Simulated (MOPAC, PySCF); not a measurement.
AlBr₃, SMILES `[Br][Al]([Br])[Br]`, neutral singlet in the gas phase. 

Cartesian coordinates (Å):
```xyz
4

Br    -1.8710    -1.2199    -0.1502
Al    -0.0001     0.0000    -0.0002
Br     1.9884    -1.0155     0.1621
Br    -0.1173     2.2355    -0.0117
```
Charge 0, spin multiplicity 1.

All levels are single points at this geometry (B3LYP-D3(BJ)/def2-TZVP); Pople sets use spherical d functions. Orbital energies aren't observables, and empty levels follow the basis.

ωB97X-D3(BJ)/def2-TZVP in PySCF gives gap (eV) = 11.40.

Task: Estimate the gap (eV) from each of these levels: B3LYP/6-31G* in PySCF; M06-2X/6-31G* in PySCF; PBE/6-31G* in PySCF; HF/STO-3G in PySCF; PM3 in MOPAC.

Result: 
```json
[
 {"level": "B3LYP/6-31G* in PySCF", "gap (eV)": "6.39"},
 {"level": "M06-2X/6-31G* in PySCF", "gap (eV)": "8.79"},
 {"level": "PBE/6-31G* in PySCF", "gap (eV)": "4.82"},
 {"level": "HF/STO-3G in PySCF", "gap (eV)": "14.92"},
 {"level": "PM3 in MOPAC", "gap (eV)": "8.52"}
]
```
